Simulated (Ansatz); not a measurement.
Stepwise reaction of `[F][Zr]([F])([F])[SH]` with water, as a gas-phase model of exchange steps in deposition or etching. ΔE in kJ/mol.

Gas-phase electronic energies from Ansatz, PBE0-D4/def2-TZVP geometries. CCSD(T)/CBS is the MP2 limit (def2-TZVPP, def2-QZVPP) plus CCSD(T) − MP2 in def2-TZVPP, frozen cores. This one scheme is used for every species. DFT in def2-TZVPP. B3LYP here is the variant with VWN-RPA as its local correlation; programs differ in this. Elements past krypton have def2 core potentials. For Zr outer-core shells are correlated without core-valence functions, which leaves a few kJ/mol of doubt a bond. Each species was taken in one conformer, which may not be the lowest.

```csv
step,reaction,PBE-D4,B3LYP-D4,ωB97M-V,CCSD(T)/CBS
1,`[F][Zr]([F])([F])[SH]` + H₂O → `[OH][Zr]([F])([F])[SH]` + H–F,46.7,43.7,43.3,38.1
2,`[OH][Zr]([F])([F])[SH]` + H₂O → `[OH][Zr]([OH])([F])[SH]` + H–F,49.7,46.6,46.5,41.0
```

Task: Give the row of step 3, `[OH][Zr]([OH])([F])[SH]` + H₂O → `[OH][Zr]([OH])([OH])[SH]` + H–F. (Estimate.)

Result: Computed: 
```json
{"step": "3", "reaction": "`[OH][Zr]([OH])([F])[SH]` + H₂O → `[OH][Zr]([OH])([OH])[SH]` + H–F", "PBE-D4": "56.6", "B3LYP-D4": "54.3", "ωB97M-V": "54.3", "CCSD(T)/CBS": "49.0"}
```

Task: By hand: ΔE of the 3 steps together at CCSD(T)/CBS.

Result: (38.1) + (41.0) + (49.0) = 128.1 kJ/mol, or 42.7 kJ/mol a step.

In ΔE each step is higher than the one before. All are uphill at CCSD(T)/CBS. PBE-D4 differs from CCSD(T)/CBS by 7.6 to 8.7 kJ/mol a step. Isolated molecules leave out the surface, adducts and barriers. Largest T1 diagnostic: 0.018.
